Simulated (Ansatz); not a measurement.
Si(H)(Cl)3 cation (Cl₃HSi), SMILES Cl[SiH](Cl)Cl (connectivity only; charge and spin as stated), charge +1, multiplicity 2.

The structure is a stationary point at PBE0-D3(BJ)/def2-SVP. The spin state was assumed, not searched. The isomer is the one that the SMILES or the coordinates give; other isomers of the formula were not compared.

Two levels are set side by side: PBE/def2-SVPD (Ansatz, an electronic-structure program) and CAM-B3LYP/def2-SVPD (Ansatz). Energy differences of separate SCF runs at the same geometry; the states with an electron removed or added have multiplicity 3 and 1. Differences are taken from unrounded values.

```json
[
 {"quantity": "vertical ionisation energy (eV)", "PBE": "16.91"},
 {"quantity": "vertical electron affinity (eV)", "PBE": "10.23"}
]
```

Q: These are the PBE values. What does CAM-B3LYP give? (An estimate is asked for; the answer gives what the named calculation found.)

A: 
```tsv
quantity	CAM-B3LYP	PBE minus CAM-B3LYP
vertical ionisation energy (eV)	17.71	-0.80
vertical electron affinity (eV)	10.80	-0.57
```
